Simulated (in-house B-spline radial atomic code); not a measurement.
# RPA and G0W0 on SCAN: Tc²⁺

Configuration [Kr] 4d5, highest spin, mean-field start SCAN. Computed with a B-spline radial code for spherical atoms: all electrons, non-relativistic, point nucleus, each spin shell either full or empty, empty states to l = 9 with an (l + 1/2)⁻⁴ tail; G0W0 by contour deformation at full frequency.

Without relativity these are model numbers: it shifts the levels of so heavy an element strongly and can reorder them.

Command:
```bash
python run_gw.py task.json out
```
Settings (radii: box in bohr, nucleus in fm):
```
Z                        43
electrons                41
configuration            [Kr] 4d5
hamiltonian              nr
method                   scan,scan
lmax                     9
spin_polarised           True
box_radius               17.55
intervals                53
```

Run time, properties included: 5.5 s on 1 thread of AMD EPYC 7R43 64-Core Processor, with other jobs on the host.

Energies (hartree):

```json
{"term": "mean-field total", "value": "-4206.41630"}
{"term": "Hartree-Fock functional on these orbitals", "value": "-4204.07744"}
{"term": "direct second order", "value": "-3.3827"}
{"term": "second-order exchange", "value": "0.97811"}
{"term": "SOSEX correction", "value": "0.91001"}
```

**Question.** What is the RPA correlation energy, and what remains with SOSEX?

**Answer.** RPA gives -2.9863 hartree (-1.98 eV per electron); RPA + SOSEX gives -2.0763, and the second-order doubles -2.4046 hartree (no singles). RPA lacks exchange-type terms and so overcorrelates at short range.

Quasi-particle levels (eV):

```json
{"level": "4d up", "occupied": "yes", "mean field": "-24.422", "Σx - vxc": "-5.98", "Σc": "?", "QP weight": "?", "G0W0": "?"}
{"level": "4d down", "occupied": "no", "mean field": "-19.094", "Σx - vxc": "8.08", "Σc": "-4.00", "QP weight": "0.904", "G0W0": "-15.019"}
```

G0W0 = mean field + (Σx - vxc) + Σc, with Σc (partial-wave tail included) taken at the quasi-particle energy. Only the outer levels were computed. Levels of low weight are left out.

**Question.** Where does G0W0 put 4d up?

**Answer.** At -30.14 eV, with Σc = 0.26 eV and a quasi-particle weight of 0.838. The tabulated removal energy is 29.550 eV (NIST, semi-empirical); the calculation leaves out relativity, Breit and QED terms, and what these don't explain is the method's own error.
